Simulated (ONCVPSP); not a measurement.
## Be, ONCV: configuration errors across variants

* Element: Be
* Generator: ONCVPSP 4.0.1
* Type: optimised norm-conserving Vanderbilt (ONCV)
* Functional: LDA (Perdew-Wang 92)
* Relativity: scalar-relativistic
* Frozen core: [He]
* Valence charge: 2
* Reference configuration: 2s2
* Partial waves: 2s: rc 2.00 bohr, ncon 4, nbas 8, qcut 3.9 1/bohr, 2 projectors, debl 3 Ha; p scattering state at 0.14 Ha: rc 1.75 bohr, ncon 3, nbas 7, qcut 4.8 1/bohr, 1 projector; d scattering state at 0.2 Ha: rc 1.70 bohr, ncon 3, nbas 7, qcut 6.3 1/bohr, 2 projectors, debl 2.8 Ha
* Local potential: polynomial inside 1.65 bohr (lpopt 2, dvloc0 0 Ha)
* Core correction: none

In the p channel the program set the typed energies aside and used 0.050 Ha.

All-electron excitation energies from the reference (eV): (1) 2s1 9.513; (2) 2s1.5 3.748; (3) 2s1 2p1 3.518.

2 further variants failed, have other tests or another functional or relativity, and are left out.

Errors AE − PS in meV (a dash: test not solved or not reliable):

| change | (1) | (2) | (3) | bound ghosts | GHOST(+) flags above zero |
| --- | --- | --- | --- | --- | --- |
| base | +17 | +2.5 | +2.0 | none | none |
| s: qcut 2.6; p: qcut 3.2; d: qcut 4.2 | +14 | +2.0 | +2.1 | none | none |
| local potential polynomial inside 1.65 bohr (lpopt 2, dvloc0 4.5 Ha) | +17 | +2.4 | +0.5 | none | none |
| d: nbas 8 | +17 | +2.5 | +2.0 | none | none |
| s: rc 1.62; local potential polynomial inside 1.62 bohr (lpopt 2, dvloc0 0 Ha) | +18 | +2.6 | +2.9 | none | none |
| s: debl 5.65 | +18 | +2.7 | +2.1 | none | none |
| local potential polynomial inside 1.35 bohr (lpopt 5, dvloc0 0 Ha) | +17 | +2.5 | +2.3 | none | none |
| p: qcut 4.9 | +17 | +2.5 | +2.1 | none | none |
| core correction polynomial model core, fcfact 0.45 | +4.1 | +0.7 | +1.2 | none | none |

**Question.** Give the same row for: s: rc 1.52; local potential polynomial inside 1.52 bohr (lpopt 2, dvloc0 0 Ha).

**Answer.** +19, +2.6, +3.0; bound ghosts: none; GHOST(+) flags above zero: none.
